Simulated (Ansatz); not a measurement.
`C[S][Cd][F]`. Total charge 0; spin multiplicity 1. Correlated methods include outer-core shells of Cd, which these sets cover unevenly. Cd takes the def2 core potential.

Cartesian coordinates in Å:
```
C -0.135 -1.216 0.087
S 0.563 0.038 1.208
Cd 0.295 2.000 0.017
F 0.085 3.667 -0.959
H 0.412 -1.273 -0.853
H -0.027 -2.169 0.606
H -1.193 -1.048 -0.106
```

Give the diagnostics of a CCSD(T)/def2-TZVPP run (frozen core, Ansatz 0.2.0). (Best estimate.)

Ansatz gave: T1 = 0.0151, largest single amplitude 0.045, largest double 0.029, (T) share of the correlation energy 3.2 %, 12 CCSD cycles. The RHF solution is stable towards an unrestricted one. T1 lies under the customary mark of 0.02 for closed shells.
